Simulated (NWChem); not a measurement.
## Correlation energy of CF2

```
C
F 1 1.2986
F 1 1.2986 2 104.83
```
Charge 0, spin multiplicity 1.

Program: NWChem. All single points use one geometry, from B3LYP/def2-SVP, a minimum by its harmonic frequencies.

Basis set: def2-TZVP. Each correlation energy counts from its own Hartree-Fock reference.

| method | correlation energy (mHa) | difference from CCSD(T) |
|---|---|---|
| CCSD+T(CCSD) | -662.5 | -2.0 |
| CCSD(T) | -660.6 | 0.0 |
| SCS-MP2 | -613.4 | +47.1 |
| CCSD | -638.3 | +22.3 |
| MP2 | -629.3 | +31.2 |
| CR-CCSD[T] | -657.6 | +2.9 |
| CR-CCSD(T) | -656.1 | +4.5 |

The values span 49.1 mHa, from CCSD+T(CCSD) (lowest) to SCS-MP2 (highest). 

The correlated methods keep 3 core orbitals frozen. The structure started from a generated list of species. Coupled-cluster values serve here as a point of comparison, not as the truth.
